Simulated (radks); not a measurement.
The beryllium ion Be2+ inside a hard spherical wall (all orbitals vanish at R), configuration held at [He] and not refilled when levels cross. Method: non-relativistic Kohn-Sham, PBE, spin-polarised, spherical densities, point nucleus; computed with a radial shooting solver on a logarithmic mesh with Libxc functionals. Eigenvalues in eV for spin up, with the zero of energy where the potential of the charges vanishes at infinity; a dash marks a level that is unbound or too diffuse for the functional's potential to be trusted. A positive occupied level is held by the wall or, in an anion where self-interaction has pushed it up, behind a barrier. The pressure on the wall is -dE/dV.

| R (bohr) | E (hartree) | kinetic (hartree) | e(1s) | e(2s, empty) | e(2p, empty) | pressure (GPa) |
|---|---|---|---|---|---|---|
| free | -13.61957 | 13.576 | -132.26 | - | - | 0 |
| 20 | -13.61957 | 13.576 | -132.26 | - | - | < 0.0001 |
| 12 | -13.61957 | 13.576 | -132.26 | - | - | < 0.0001 |
| 7 | -13.61957 | 13.576 | -132.26 | - | - | < 0.0001 |
| 6 | -13.61957 | 13.576 | -132.26 | - | - | < 0.0001 |
| 5 | -13.61957 | 13.576 | -132.26 | - | - | < 0.0001 |
| 4 | -13.61957 | 13.576 | -132.26 | -19.872 | -16.364 | < 0.0001 |
| 3.5 | -13.61957 | 13.576 | -132.26 | -18.574 | -15.320 | 0.000891 |
| 3 | -13.61956 | 13.576 | -132.26 | -15.619 | -13.135 | 0.0220 |
| 1.5 | -13.55677 | 14.010 | -130.18 | 62.871 | 33.058 | 345 |
